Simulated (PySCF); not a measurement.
An unknown is described by computed data only.

Elements present: B, C, H, O and P. Monoisotopic mass: 158.1032 u.

- Dipole: 4.91 D [KT2/pcSseg-1]
- 13C NMR: chemical shifts (computed TMS as zero) by class: 147.4 (1 C), 130.6 (1 C), 75.6 (1 C), 62.1 (1 C), 42.5 (1 C), 38.2 (1 C), 28.0 (1 C) ppm [GIAO KT2/pcSseg-1]
- Rotational structure: rotational constants A, B, C: 1.398, 0.793, 0.559 GHz [PBE0-D3(BJ)/def2-SVP]
- NMR, other nuclei: isotropic shieldings of nuclei other than C and H, by class: 152 (1 B), 302 (1 O), 364 (1 P) ppm [GIAO KT2/pcSseg-1]
- 1H NMR: chemical shifts (computed TMS as zero) by class: 6.86 (1 H), 5.21 (1 H), 3.72 (1 H), 3.45 (1 H), 3.36 (3 H), 2.86 (1 H), 2.58 (1 H), 2.50 (1 H), 2.35 (1 H), 1.97 (1 H), 1.74 (1 H), 0.94 (3 H) ppm [GIAO KT2/pcSseg-1]

The electronic properties come from PySCF, for the isolated species, density fitting. Levels stand in brackets. The structure is a single PBE0-D3(BJ)/def2-SVP conformer in the gas phase; no vibrational or solvent corrections. NMR values are class means; diastereotopic atoms form classes of their own.

Q: Which formula fits the mass and the elements?

A: C7H16BOP (calculated 158.1032). No other formula that holds each of these elements comes within 0.0003 u with a fitting electron parity and a possible valence count.

Q: Propose a structure and show how it fits.

A: Numbering: `[BH3-:1][P@@H+:2]([CH2:3][O:4][CH3:5])[C:6]1=[CH:7][CH2:8][CH2:9][CH2:10]1`. 7 carbons fall into 7 classes; from least to most shielded: alkene CH carbon [C7] (147.4 ppm), fully substituted alkene carbon [C6] (130.6 ppm), chain sp3 carbon bound to oxygen [C3] (75.6 ppm), methoxy carbon [C5] (62.1 ppm), allylic carbon [C10] (42.5 ppm), allylic carbon [C8] (38.2 ppm), ring CH2 carbon [C9] (28.0 ppm). Hydrogen classes from least to most shielded: 1 H on an alkene CH carbon, C7 (6.86 ppm), 1 H on a phosphorus bonded to B, 2 C and H, P2 (5.21 ppm), 1 H on an sp3 carbon bound to oxygen, C3 (3.72 ppm), 1 H on an sp3 carbon bound to oxygen, C3 (3.45 ppm), 3 H on a methoxy carbon, C5 (3.36 ppm, a mean of values up to 0.6 ppm apart in this geometry), 1 H on an allylic carbon, C10 (2.86 ppm), 1 H on an allylic carbon, C8 (2.58 ppm), 1 H on an allylic carbon, C8 (2.50 ppm), 1 H on an allylic carbon, C10 (2.35 ppm), 1 H on a ring CH2 carbon, C9 (1.97 ppm), 1 H on a ring CH2 carbon, C9 (1.74 ppm), 3 H on a four-coordinate boron, B1 (0.94 ppm). The other shieldings belong to: 152 ppm, four-coordinate boron [B1]; 302 ppm, ether oxygen [O4]; 364 ppm, phosphorus bonded to B, 2 C and H [P2]. The optimised geometry has point group C1 and is an asymmetric top. Structure: `[BH3-][P@@H+](COC)C1=CCCC1`. The assignments are read from this structure; whether some other isomer fits the data as well wasn't checked. The mirror image fits equally.
